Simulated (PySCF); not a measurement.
Vertical excitations of a molecule C2H5F3Si from TDA-PBE/def2-SVPD (PySCF), as energy in eV (oscillator strength): 7.50 (0.016), 7.97 (0.003), 8.12 (0.005), 8.17 (0.072), 8.39 (0.033), 8.44 (0.000), 8.52 (0.087), 8.66 (0.029), 8.88 (0.012), 8.90 (0.057). Lowest triplet (TDA): 7.13 eV. Geometry: B3LYP-D3(BJ)/def2-SVP. One conformer was computed; it need not be the lowest.

Task: Which molecule gave these data?
(A) C[SiH2]C(F)(F)F
(B) FC(F)(F)C[SiH3]
(C) C[Si@@H](F)C(F)F
(D) F[SiH2]CC(F)F

Result: A, C[SiH2]C(F)(F)F
